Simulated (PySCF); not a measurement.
Species: C₈H₆BrFO₂.
Numbering: `[CH3:1][O:2][c:3]1[cH:4][cH:5][c:6]([Br:7])[c:8]([C:9](=[O:10])[F:11])[cH:12]1` (hydrogens: H13, H14, H15 on C1; H16 on C4; H17 on C5; H18 on C12)

Computed by this run: PBE0-D3(BJ)/def2-SVP geometry optimisation, gas phase in PySCF 2.14.0; density fitting, grid level 1; the optimiser is geomeTRIC in internal coordinates, started from a GFN2-xTB structure with every atom displaced at random (about 0.01 Å).

Step 1: E = -85206.8607 eV
```
atom  x, y, z in Å  |  force x, y, z in eV/Å
C1      2.7502    0.9420   -0.2858    0.910  -0.203   0.112
O2      2.2295   -0.3479   -0.1256   -0.077  -0.092   0.047
C3      0.9001   -0.5073   -0.1955   -0.307   0.009   0.002
C4      0.4023   -1.8188   -0.1912    0.413  -0.236  -0.006
C5     -0.9573   -2.0540   -0.2739   -0.161  -0.261   0.028
C6     -1.8765   -1.0015   -0.3477   -0.036  -0.014   0.011
Br7    -3.6940   -1.4747   -0.4599    0.035   0.070   0.007
C8     -1.3999    0.3184   -0.3331    0.139   0.106  -0.005
C9     -2.2807    1.5123   -0.3683   -0.075  -0.293   0.068
O10    -3.4615    1.5621   -0.4268   -0.002   0.045  -0.039
F11    -1.5610    2.6463   -0.3001   -0.029   0.172  -0.033
C12    -0.0124    0.5435   -0.2645    0.061   0.023  -0.043
H13     2.5445    1.3265   -1.2926   -0.152   0.186  -0.147
H14     3.8542    0.8406   -0.1811   -0.517   0.091   0.003
H15     2.3863    1.6498    0.4769   -0.039  -0.012   0.005
H16     1.1204   -2.6517   -0.1335   -0.232   0.233  -0.012
H17    -1.3349   -3.0843   -0.2783    0.084   0.198  -0.006
H18     0.3317    1.5752   -0.2674   -0.016  -0.024   0.008
```

Step 2: E = -85206.8455 eV
```
atom  x, y, z in Å  |  force x, y, z in eV/Å
C1      2.8187    0.9002   -0.2546    0.084  -0.036  -0.028
O2      2.2266   -0.3703   -0.1846    0.106   0.228  -0.039
C3      0.8883   -0.4734   -0.2349    0.198  -0.132   0.023
C4      0.4033   -1.7892   -0.2166   -0.225  -0.073   0.011
C5     -0.9573   -2.0370   -0.2578    0.007  -0.022  -0.007
C6     -1.8719   -0.9796   -0.3199    0.085  -0.057  -0.013
Br7    -3.6977   -1.4182   -0.3842    0.034  -0.330   0.020
C8     -1.3903    0.3382   -0.3380   -0.354   0.184   0.048
C9     -2.3481    1.4707   -0.3891    0.148   0.080  -0.134
O10    -3.5295    1.4314   -0.4457    0.026   0.249   0.044
F11    -1.7205    2.6628   -0.3852    0.132  -0.028   0.037
C12    -0.0072    0.5926   -0.2956   -0.039  -0.219  -0.014
H13     2.5718    1.4134   -1.2015   -0.023   0.002   0.045
H14     3.9073    0.7467   -0.2099   -0.114  -0.018  -0.013
H15     2.5214    1.5376    0.5946   -0.049   0.039   0.014
H16     1.1222   -2.6109   -0.1682   -0.016   0.065  -0.003
H17    -1.3298   -3.0629   -0.2435    0.002   0.014  -0.002
H18     0.3338    1.6244   -0.3137   -0.002   0.054   0.011
```

Step 3: E = -85206.8825 eV
```
atom  x, y, z in Å  |  force x, y, z in eV/Å
C1      2.7900    0.9194   -0.2550   -0.086   0.012  -0.033
O2      2.2229   -0.3631   -0.1877    0.056   0.128  -0.053
C3      0.8859   -0.4913   -0.2362    0.142  -0.081   0.018
C4      0.4042   -1.8080   -0.2168   -0.144   0.024   0.014
C5     -0.9567   -2.0530   -0.2563    0.090   0.105  -0.008
C6     -1.8734   -0.9968   -0.3184   -0.017  -0.028  -0.018
Br7    -3.6858   -1.4888   -0.3783   -0.072   0.090   0.006
C8     -1.4041    0.3286   -0.3388   -0.127  -0.041   0.059
C9     -2.3130    1.5010   -0.3909   -0.010   0.060  -0.129
O10    -3.4942    1.5422   -0.4479   -0.014  -0.169   0.048
F11    -1.6191    2.6568   -0.3861    0.123   0.039   0.034
C12    -0.0182    0.5662   -0.2970    0.047  -0.070  -0.015
H13     2.5279    1.4345   -1.1984   -0.002  -0.034   0.077
H14     3.8777    0.7894   -0.2127    0.018  -0.046  -0.015
H15     2.4797    1.5462    0.5980   -0.034   0.034   0.004
H16     1.1220   -2.6274   -0.1686    0.034  -0.015   0.001
H17    -1.3287   -3.0775   -0.2410   -0.018  -0.025  -0.002
H18     0.3240    1.5978   -0.3161    0.013   0.015   0.012
```

Task: Estimate the geometry and energy of step 4. (The exact step hangs on the optimiser's Hessian estimate; all steps are aligned on step 3, rigid shifts and turns removed.)

Result: E = -85206.8799 eV, largest force 0.221 eV/Å
```
atom  x, y, z in Å  |  force x, y, z in eV/Å
C1      2.7507    0.9497   -0.2563    0.070  -0.009   0.022
O2      2.2394   -0.3544   -0.1878   -0.040  -0.200  -0.032
C3      0.9078   -0.5242   -0.2345   -0.161   0.146   0.004
C4      0.4022   -1.8324   -0.2155    0.220   0.005   0.024
C5     -0.9623   -2.0598   -0.2563   -0.102  -0.018  -0.010
C6     -1.8772   -1.0015   -0.3191    0.040   0.036  -0.016
Br7    -3.7045   -1.4414   -0.3799    0.060  -0.049   0.013
C8     -1.3879    0.3150   -0.3389    0.132   0.043   0.049
C9     -2.2684    1.5058   -0.3925   -0.035  -0.122  -0.070
O10    -3.4497    1.5476   -0.4469    0.015   0.115   0.023
F11    -1.5526    2.6497   -0.3823   -0.064  -0.004   0.011
C12     0.0016    0.5299   -0.2959   -0.077   0.125  -0.026
H13     2.4654    1.4500   -1.1980   -0.004   0.006   0.012
H14     3.8437    0.8614   -0.2177   -0.013  -0.019  -0.005
H15     2.4154    1.5660    0.5959   -0.006   0.003  -0.010
H16     1.1091   -2.6626   -0.1668   -0.015  -0.032   0.001
H17    -1.3429   -3.0821   -0.2410    0.003  -0.011  -0.001
H18     0.3514    1.5595   -0.3147   -0.025  -0.014   0.011
```

The energy changes by +0.0027 eV. The first-order estimate −F·Δx gives -0.0234 eV and the mean of the old and new forces, exact on a quadratic surface, +0.0011 eV. The step makes an angle of 75° with the force vector and moves no atom by more than 0.080 Å. The energy falls at the start of this step and ends higher, so the step passed the lowest point of its straight line.

What follows is the cost of the whole optimisation. The run took 6.3 min of wall time on Arm Neoverse V1, one thread (shared host), and the process peaked at 1.2 GiB of memory.
